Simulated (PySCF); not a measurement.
# Ge⁻ (germanium, charge -1) across methods

[Ar] 3d10 4s2 4p3, high-spin 4S determinant. Calculation: PySCF 2.14, in def2-TZVPPD; no relativity, point nucleus.

```tsv
method	E (hartree)	mean ε 4s α (eV)	mean ε 4s β (eV)	mean ε 4p α (eV)	Σ⟨r²⟩ (bohr²)	⟨S²⟩
PBE0	-2076.692	-6.191	-3.582	1.302	55.05	3.751
UHF	-2075.34080	-10.597	-5.001	-1.065	55.83	3.752
wB97X	-2076.980	-9.041	-6.248	-0.660	54.93	3.752
PW91	-2077.102	-4.507	-2.730	2.275	54.97	3.751
r2SCAN	-2076.945	-5.134	-2.783	1.956	54.85	3.751
wB97X-V	-2076.747	-8.968	-6.017	-0.600	54.94	3.751
revPBE	-2076.795	-4.435	-2.577	2.288	55.19	3.751
PBE	-2076.637	-4.454	-2.679	2.298	55.08	3.751
```

Problem. Estimate the same row for LDA.

Solution. E (hartree) = -2073.796; mean ε 4s α (eV) = -4.558; mean ε 4s β (eV) = -2.957; mean ε 4p α (eV) = 2.309; Σ⟨r²⟩ (bohr²) = 54.78; ⟨S²⟩ = 3.751.

The highest occupied level is positive at PBE0, PW91, LDA, r2SCAN, revPBE, PBE: only the finite basis holds that electron, which in a density functional comes from self-interaction.
